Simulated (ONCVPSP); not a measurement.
## platinum: ONCV pseudisation with PBE, fully relativistic reference atom.

The input file (ONCVPSP 4.0.1):

```
# ATOM AND REFERENCE CONFIGURATION
# atsym  z   nc   nv     iexc    psfile
  Pt 78.00   10    4        4      upf
#
#   n    l    f
    1    0    2.00
    2    0    2.00
    2    1    6.00
    3    0    2.00
    3    1    6.00
    3    2   10.00
    4    0    2.00
    4    1    6.00
    4    2   10.00
    4    3   14.00
    5    0    2.00
    5    1    6.00
    5    2    9.00
    6    0    1.00
#
# PSEUDOPOTENTIAL AND OPTIMIZATION
# lmax
    2
#
#   l,   rc,      ep,       ncon, nbas, qcut
    0    1.60    0.00    4    7    8.60
    1    1.30    0.00    4    9    7.40
    2    1.60    0.00    5   10    5.50
#
# LOCAL POTENTIAL
# lloc, lpopt,  rc(5),   dvloc0
    4    4    1.20    0.00
#
# VANDERBILT-KLEINMAN-BYLANDER PROJECTORs
# l, nproj, debl
    0    2    2.60
    1    2    2.80
    2    2    2.90
#
# MODEL CORE CHARGE
# icmod, fcfact, rcfact
    3    5.50    1.25
#
# LOG DERIVATIVE ANALYSIS
# epsh1, epsh2, depsh
   -5.00    5.00    0.04
#
# OUTPUT GRID
# rlmax, drl
    6.00    0.01
#
# TEST CONFIGURATIONS
# ncnf
    4
# nvcnf
#   n    l    f
    4
    5    0    2.00
    5    1    6.00
    5    2    9.00
    6    0    0.00
#
    4
    5    0    2.00
    5    1    6.00
    5    2    8.00
    6    0    0.00
#
    4
    5    0    2.00
    5    1    6.00
    5    2    7.00
    6    0    0.00
#
    5
    5    0    2.00
    5    1    6.00
    5    2    9.00
    6    0    0.00
    6    1    1.00
#
```

Command:

```bash
oncvpspr.x < Pt.dat > Pt.out
```

Resulting log (shortened: citation, most of the input echo, consistency checks and plot data are left out):

```
ONCVPSP  (Optimized Norm-Conservinng Vanderbilt PSeudopotential)
relativistic version 4.0.1

#   n    l    f        energy (Ha)
    1    0    2.00    -2.8780101D+03
    2    0    2.00    -5.0518419D+02
    2    1    6.00    -4.2056515D+02    -4.8411336D+02
    3    0    2.00    -1.1865180D+02
    3    1    6.00    -9.5241295D+01    -1.0921099D+02
    3    2   10.00    -7.6544008D+01    -7.9554304D+01
    4    0    2.00    -2.5495715D+01
    4    1    6.00    -1.8166001D+01    -2.1492751D+01
    4    2   10.00    -1.1000408D+01    -1.1618931D+01
    4    3   14.00    -2.5120846D+00    -2.6389997D+00
    5    0    2.00    -3.7329510D+00
    5    1    6.00    -1.9099570D+00    -2.4583127D+00
    5    2    9.00    -2.0757755D-01    -2.5637747D-01
    6    0    1.00    -2.0857177D-01

Reference configufation results
  iterations    27
  all-electron total energy (Ha)   -1.84467584D+04

Begin loop to  construct optimized pseudo wave functions
and semi-local pseudopoentials for all angular momenta

Calculating optimized projector #   1

 for l=   0

    Fraction of norm inside rc  0.966400
    Optimizing pswf for qcut=   8.61 a_B^-1,  ecut=  37.09 Ha
    Residual kinetic energy error=  5.48D-07 Ha

    Energy error per electron        Cutoff
         Ha          eV             Ha
         0.01000     0.27211       19.31
         0.00100     0.02721       24.92
         0.00010     0.00272       29.30
         0.00001     0.00027       32.67

Calculating optimized projector #   2

 for l=   0

    Fraction of norm inside rc  0.070530
    Optimizing pswf for qcut=   8.61 a_B^-1,  ecut=  37.09 Ha
    Residual kinetic energy error=  8.84D-07 Ha

    Energy error per electron        Cutoff
         Ha          eV             Ha
         0.01000     0.27211       16.07
         0.00100     0.02721       23.55
         0.00010     0.00272       29.10
         0.00001     0.00027       33.12

   Wellstate for l =  1  n =  7 kap= -2
     eigenvalue =   0.8900
     asymptotic potential =   1.3900
     half-point radius =  4.9502

Calculating optimized projector #   1

 for l=   1

    Fraction of norm inside rc  0.702686
    Optimizing pswf for qcut=   7.40 a_B^-1,  ecut=  27.38 Ha
    Residual kinetic energy error=  1.26D-03 Ha

    Energy error per electron        Cutoff
         Ha          eV             Ha
         0.01000     0.27211       19.60
         0.00100     0.02721       29.53
         0.00010     0.00272      146.70
         0.00001     0.00027      172.18

Calculating optimized projector #   2

 for l=   1

    Fraction of norm inside rc  0.036344
    Optimizing pswf for qcut=   7.40 a_B^-1,  ecut=  27.38 Ha
    Residual kinetic energy error=  3.08D-04 Ha

    Energy error per electron        Cutoff
         Ha          eV             Ha
         0.01000     0.27211        9.04
         0.00100     0.02721       23.33
         0.00010     0.00272       38.32
         0.00001     0.00027       87.14

   Wellstate for l =  1  n =  7 kap=  1
     eigenvalue =   0.3417

Calculating optimized projector #   1

 for l=   1

    Fraction of norm inside rc  0.795224
    Optimizing pswf for qcut=   7.40 a_B^-1,  ecut=  27.38 Ha
    Residual kinetic energy error=  1.03D-03 Ha

    Energy error per electron        Cutoff
         Ha          eV             Ha
         0.01000     0.27211       12.53
         0.00100     0.02721       27.66
         0.00010     0.00272      146.50
         0.00001     0.00027      172.97

Calculating optimized projector #   2

 for l=   1

    Fraction of norm inside rc  0.032820
    Optimizing pswf for qcut=   7.40 a_B^-1,  ecut=  27.38 Ha
    Residual kinetic energy error=  3.10D-04 Ha

    Energy error per electron        Cutoff
         Ha          eV             Ha
         0.01000     0.27211       10.24
         0.00100     0.02721       21.74
         0.00010     0.00272       41.07
         0.00001     0.00027      111.41

   Wellstate for l =  2  n =  7 kap= -3
     eigenvalue =   2.6924
     asymptotic potential =   3.1924
     half-point radius =  3.4379

Calculating optimized projector #   1

 for l=   2

    Fraction of norm inside rc  0.518631
    Optimizing pswf for qcut=   5.51 a_B^-1,  ecut=  15.16 Ha
    Residual kinetic energy error=  4.44D-03 Ha

    Energy error per electron        Cutoff
         Ha          eV             Ha
         0.01000     0.27211       13.64
         0.00100     0.02721       24.45
         0.00010     0.00272      108.71
         0.00001     0.00027      141.90

Calculating optimized projector #   2

 for l=   2

    Fraction of norm inside rc  0.088919
    Optimizing pswf for qcut=   5.51 a_B^-1,  ecut=  15.16 Ha
    Residual kinetic energy error=  7.73D-03 Ha

    Energy error per electron        Cutoff
         Ha          eV             Ha
         0.01000     0.27211       14.61
         0.00100     0.02721       19.20
         0.00010     0.00272       35.41
         0.00001     0.00027       87.04

   Wellstate for l =  2  n =  7 kap=  2
     eigenvalue =   2.6436

Calculating optimized projector #   1

 for l=   2

    Fraction of norm inside rc  0.563089
    Optimizing pswf for qcut=   5.51 a_B^-1,  ecut=  15.16 Ha
    Residual kinetic energy error=  7.00D-03 Ha

    Energy error per electron        Cutoff
         Ha          eV             Ha
         0.01000     0.27211       14.44
         0.00100     0.02721       30.58
         0.00010     0.00272      126.17
         0.00001     0.00027      147.29

Calculating optimized projector #   2

 for l=   2

    Fraction of norm inside rc  0.089014
    Optimizing pswf for qcut=   5.51 a_B^-1,  ecut=  15.16 Ha
    Residual kinetic energy error=  1.06D-02 Ha

    Energy error per electron        Cutoff
         Ha          eV             Ha
         0.01000     0.27211       15.25
         0.00100     0.02721       20.19
         0.00010     0.00272       42.05
         0.00001     0.00027      114.26

Construct Vanderbilt / Kleinmman-Bylander projectors

B matrix Hermiticity error, ll=  0  kap= -1
   1   2    5.7477D-04

  Orthonormal projector coefficients  1.0885E+01  1.8091E+00

B matrix Hermiticity error, ll=  1  kap= -2
   1   2   -3.6562D-04

  Orthonormal projector coefficients  8.4630E+00  2.0966E+00

B matrix Hermiticity error, ll=  1  kap=  1
   1   2   -4.6920D-04

  Orthonormal projector coefficients  7.7467E+00  2.0426E+00

B matrix Hermiticity error, ll=  2  kap= -3
   1   2   -3.4969D-04

  Orthonormal projector coefficients  4.0137E+00  1.3517E+00

B matrix Hermiticity error, ll=  2  kap=  2
   1   2   -3.7141D-04

  Orthonormal projector coefficients  4.5610E+00  2.1157E+00

 Orthonormal scalar projector coefficients, l =  1
  8.1279E+00  2.1418E+00  2.6980E-02  6.1608E-03

 Orthonormal spin-orbit projector coefficients, l =  1
  1.3543E+00 -9.8574E-01  1.9049E-01 -4.5513E-02

 Orthonormal scalar projector coefficients, l =  2
  4.1571E+00  1.7080E+00  2.2832E-02  2.0832E-03

 Orthonormal spin-orbit projector coefficients, l =  2
 -6.5506E-01  1.3151E-01 -4.2214E-02  4.1274E-02

Model core correction analysis
  based on d2Exc/dn_idn_j

d2excae - all-electron derivatives

   -2.457542D-02   -2.055810D-02   -9.406336D-03   -1.311932D-03
   -2.055815D-02   -1.937141D-02   -1.132436D-02   -1.777557D-03
   -9.406386D-03   -1.132439D-02   -1.243854D-02   -7.879755D-03
   -1.311927D-03   -1.777496D-03   -7.879287D-03   -1.901047D-02

d2excps - pseudofunction derivatives with no core correction

   -4.856033D-02   -3.463158D-02   -1.432976D-02   -3.015802D-03
   -3.463336D-02   -3.077724D-02   -1.683763D-02   -2.903773D-03
   -1.433014D-02   -1.683778D-02   -1.758602D-02   -1.062377D-02
   -3.016248D-03   -2.903568D-03   -1.062268D-02   -2.474846D-02

rms 2nd derivative error    8.991807E-03

rmatch, rhocmatch    0.8213   17.1241

Teter function model core charge with specified parameters

d2excps - pseudofunction derivatives with core correction

   -2.934366D-02   -2.522734D-02   -1.218089D-02   -1.608967D-03
   -2.522736D-02   -2.508620D-02   -1.546820D-02   -2.252535D-03
   -1.218095D-02   -1.546826D-02   -1.732345D-02   -1.048134D-02
   -1.608918D-03   -2.252294D-03   -1.048025D-02   -2.463995D-02

rms 2nd derivative error    3.695029E-03

Pseudoatom total energy -120.948122

Diagnostic tests using Vanderbilt-Kleinman-Bylander pseudopotentials
  relativistic with J = L +/- 1/2 projectors

   l  kap   rcore       rmatch      e in        delta e    norm test   slope test

   0  -1   1.6050159   1.6537477  -3.7329510   0.0000070   1.0002758   1.0002570
   0  -1   1.6050159   1.6537477  -0.2085718   0.0000051   1.0000478   1.0000363

   1  -2   1.3018172   1.3413432  -1.9099570  -0.0000301   1.0001967   1.0002397
   1   1   1.3018172   1.3413432  -2.4583127  -0.0000011   1.0002291   1.0002382
   1  -2   1.3018172   1.3413432   0.8900430   0.0000174   1.0005602   1.0005602
   1   1   1.3018172   1.3413432   0.8429524   0.0000527   1.0006362   1.0006362

   2  -3   1.6050159   1.6537477  -0.2075775  -0.0000040   1.0000880   1.0001328
   2   2   1.6050159   1.6537477  -0.2563775   0.0000143   1.0001023   1.0000945
   2  -3   1.6050159   1.6537477   2.6924224   0.0000445   1.0004216   1.0004216
   2   2   1.6050159   1.6537477   2.6718431   0.0000611   1.0004170   1.0004170

Diagnostic tests using Vanderbilt-Kleinman-Bylander pseudopotentials
  relativistic with scalar and spin-orbit non-local projectors

   l  kap   rcore       rmatch      e in        delta e    norm test   slope test

   0  -1   1.6050159   1.6537477  -3.7329510   0.0000070   1.0002758   1.0002570
   0  -1   1.6050159   1.6537477  -0.2085718   0.0000051   1.0000478   1.0000363

   1  -2   1.3018172   1.3413432  -1.9099570  -0.0011632   1.0002329   0.9995831
   1   1   1.3018172   1.3413432  -2.4583127  -0.0011710   1.0002613   0.9998134
   1  -2   1.3018172   1.3413432   0.8900430  -0.0010498   1.0004111   1.0004111
   1   1   1.3018172   1.3413432   0.8429524  -0.0004902   1.0004708   1.0004708

   2  -3   1.6050159   1.6537477  -0.2075775  -0.0001846   1.0000189   0.9994158
   2   2   1.6050159   1.6537477  -0.2563775  -0.0001727   1.0000510   0.9995230
   2  -3   1.6050159   1.6537477   2.6924224   0.0000326   1.0003957   1.0003957
   2   2   1.6050159   1.6537477   2.6718431   0.0000584   1.0004043   1.0004043

Ghost test for J = L + 1/2

 Testing for bound ghosts
   n   l    E NL Schr. Eq   E Basis Diag.   E Cutoff

   1   0       -3.732944       -3.732943     74.14
   2   0       -0.208567       -0.157875     74.14

   2   1       -1.909987       -1.909794    233.56

   3   2       -0.207582       -0.201296    215.04

 Testing for highly-localized positive-energy ghosts
       l    <radius>/rc     E Basis Diag.   E Cutoff

       0        0.888120       12.315903     74.14  WARNING - GHOST(+)

Ghost test for J = L - 1/2

 Testing for bound ghosts
   n   l    E NL Schr. Eq   E Basis Diag.   E Cutoff

   1   0       -3.732944       -3.732943     74.14
   2   0       -0.208567       -0.157875     74.14

   2   1       -2.458314       -2.458271    233.56

   3   2       -0.256363       -0.251968    215.04

 Testing for highly-localized positive-energy ghosts
       l    <radius>/rc     E Basis Diag.   E Cutoff

       0        0.888120       12.315903     74.14  WARNING - GHOST(+)

Test configuration 0

   n   l kap    f        eae           eps        diff
   1   0  -1  2.0000-2878.01010475
   2   0  -1  2.0000 -505.18419185
   2   1  -2  4.0000 -420.56515212
   2   1   1  2.0000 -484.11336176
   3   0  -1  2.0000 -118.65180412
   3   1  -2  4.0000  -95.24129548
   3   1   1  2.0000 -109.21098951
   3   2  -3  6.0000  -76.54400808
   3   2   2  4.0000  -79.55430411
   4   0  -1  2.0000  -25.49571485
   4   1  -2  4.0000  -18.16600134
   4   1   1  2.0000  -21.49275051
   4   2  -3  6.0000  -11.00040751
   4   2   2  4.0000  -11.61893145
   4   3  -4  8.0000   -2.51208455
   4   3   3  6.0000   -2.63899972
   5   0  -1  2.0000   -3.73295102   -3.73294402    7.00E-06
   5   1  -2  4.0000   -1.90995697   -1.90998705   -3.01E-05
   5   1   1  2.0000   -2.45831273   -2.45831387   -1.14E-06
   5   2  -3  5.4000   -0.20757755   -0.20758159   -4.04E-06
   5   2   2  3.6000   -0.25637747   -0.25636314    1.43E-05
   6   0  -1  1.0000   -0.20857177   -0.20856666    5.10E-06

    Total energies and differences
      AE_ref= -1.84467584E+04  AE_tst= -1.84467584E+04  dif=  0.00E+00
      PS_ref= -1.20948122E+02  PS_tst= -1.20948122E+02  dif=  2.27E-13
      PSP excitation error= -2.27E-13

Test configuration 1

   n   l kap    f        eae           eps        diff
   1   0  -1  2.0000-2878.31294203
   2   0  -1  2.0000 -505.48371486
   2   1  -2  4.0000 -420.86468537
   2   1   1  2.0000 -484.41313416
   3   0  -1  2.0000 -118.95188399
   3   1  -2  4.0000  -95.54139128
   3   1   1  2.0000 -109.51104886
   3   2  -3  6.0000  -76.84384517
   3   2   2  4.0000  -79.85411316
   4   0  -1  2.0000  -25.79622712
   4   1  -2  4.0000  -18.46648353
   4   1   1  2.0000  -21.79324388
   4   2  -3  6.0000  -11.30077921
   4   2   2  4.0000  -11.91931268
   4   3  -4  8.0000   -2.81254350
   4   3   3  6.0000   -2.93944802
   5   0  -1  2.0000   -4.03504584   -4.03629336   -1.25E-03
   5   1  -2  4.0000   -2.21429949   -2.21462437   -3.25E-04
   5   1   1  2.0000   -2.76147868   -2.76214788   -6.69E-04
   5   2  -3  5.4000   -0.50642616   -0.50635617    7.00E-05
   5   2   2  3.6000   -0.55680509   -0.55674060    6.45E-05
   6   0  -1  0.0000   -0.47366601   -0.47366601    0.00E+00

    Total energies and differences
      AE_ref= -1.84467584E+04  AE_tst= -1.84464199E+04  dif=  3.38E-01
      PS_ref= -1.20948122E+02  PS_tst= -1.20609607E+02  dif=  3.39E-01
      PSP excitation error= -3.48E-05

Test configuration 2

   n   l kap    f        eae           eps        diff
   1   0  -1  2.0000-2878.78418673
   2   0  -1  2.0000 -505.95639494
   2   1  -2  4.0000 -421.33735459
   2   1   1  2.0000 -484.88571857
   3   0  -1  2.0000 -119.42355421
   3   1  -2  4.0000  -96.01303534
   3   1   1  2.0000 -109.98276750
   3   2  -3  6.0000  -77.31572666
   3   2   2  4.0000  -80.32603228
   4   0  -1  2.0000  -26.26735937
   4   1  -2  4.0000  -18.93759405
   4   1   1  2.0000  -22.26438267
   4   2  -3  6.0000  -11.77191248
   4   2   2  4.0000  -12.39045698
   4   3  -4  8.0000   -3.28330007
   4   3   3  6.0000   -3.41024482
   5   0  -1  2.0000   -4.50145685   -4.50255434   -1.10E-03
   5   1  -2  4.0000   -2.67281215   -2.67316094   -3.49E-04
   5   1   1  2.0000   -3.22458336   -3.22520018   -6.17E-04
   5   2  -3  4.8000   -0.92894880   -0.92887913    6.97E-05
   5   2   2  3.2000   -0.98423693   -0.98416824    6.87E-05
   6   0  -1  0.0000   -0.81326388   -0.81326388    0.00E+00

    Total energies and differences
      AE_ref= -1.84467584E+04  AE_tst= -1.84456856E+04  dif=  1.07E+00
      PS_ref= -1.20948122E+02  PS_tst= -1.19875368E+02  dif=  1.07E+00
      PSP excitation error=  3.72E-05

Test configuration 3

   n   l kap    f        eae           eps        diff
   1   0  -1  2.0000-2879.31964733
   2   0  -1  2.0000 -506.49382027
   2   1  -2  4.0000 -421.87479925
   2   1   1  2.0000 -485.42309171
   3   0  -1  2.0000 -119.95852781
   3   1  -2  4.0000  -96.54794830
   3   1   1  2.0000 -110.51787321
   3   2  -3  6.0000  -77.85113038
   3   2   2  4.0000  -80.86152444
   4   0  -1  2.0000  -26.80082175
   4   1  -2  4.0000  -19.47092721
   4   1   1  2.0000  -22.79784893
   4   2  -3  6.0000  -12.30520271
   4   2   2  4.0000  -12.92380040
   4   3  -4  8.0000   -3.81572968
   4   3   3  6.0000   -3.94276381
   5   0  -1  2.0000   -5.02505135   -5.02634778   -1.30E-03
   5   1  -2  4.0000   -3.18447214   -3.18504552   -5.73E-04
   5   1   1  2.0000   -3.74307763   -3.74386900   -7.91E-04
   5   2  -3  4.2000   -1.39966246   -1.39964782    1.46E-05
   5   2   2  2.8000   -1.46005500   -1.46003044    2.46E-05
   6   0  -1  0.0000   -1.18859815   -1.18859815    0.00E+00

    Total energies and differences
      AE_ref= -1.84467584E+04  AE_tst= -1.84445017E+04  dif=  2.26E+00
      PS_ref= -1.20948122E+02  PS_tst= -1.18691574E+02  dif=  2.26E+00
      PSP excitation error=  8.66E-05

Test configuration 4

   n   l kap    f        eae           eps        diff
   1   0  -1  2.0000-2878.08405140
   2   0  -1  2.0000 -505.25616222
   2   1  -2  4.0000 -420.63709307
   2   1   1  2.0000 -484.18542462
   3   0  -1  2.0000 -118.72424432
   3   1  -2  4.0000  -95.31374173
   3   1   1  2.0000 -109.28340620
   3   2  -3  6.0000  -76.61629505
   3   2   2  4.0000  -79.62657025
   4   0  -1  2.0000  -25.56846692
   4   1  -2  4.0000  -18.23872589
   4   1   1  2.0000  -21.56548624
   4   2  -3  6.0000  -11.07305798
   4   2   2  4.0000  -11.69158906
   4   3  -4  8.0000   -2.58479237
   4   3   3  6.0000   -2.71170142
   5   0  -1  2.0000   -3.80668409   -3.80760822   -9.24E-04
   5   1  -2  4.0000   -1.98478370   -1.98502682   -2.43E-04
   5   1   1  2.0000   -2.53259146   -2.53308628   -4.95E-04
   5   2  -3  5.4000   -0.27812616   -0.27807367    5.25E-05
   5   2   2  3.6000   -0.32790089   -0.32784719    5.37E-05
   6   0  -1  0.0000   -0.26148813   -0.47366601   -2.12E-01
   6   1  -2  0.6667   -0.06164484   -0.06164927   -4.43E-06
   6   1   1  0.3333   -0.08392153   -0.08392954   -8.01E-06

    Total energies and differences
      AE_ref= -1.84467584E+04  AE_tst= -1.84465745E+04  dif=  1.84E-01
      PS_ref= -1.20948122E+02  PS_tst= -1.20764236E+02  dif=  1.84E-01
      PSP excitation error= -2.46E-05
```

The run took about 7.9 s on one core of a shared server CPU.
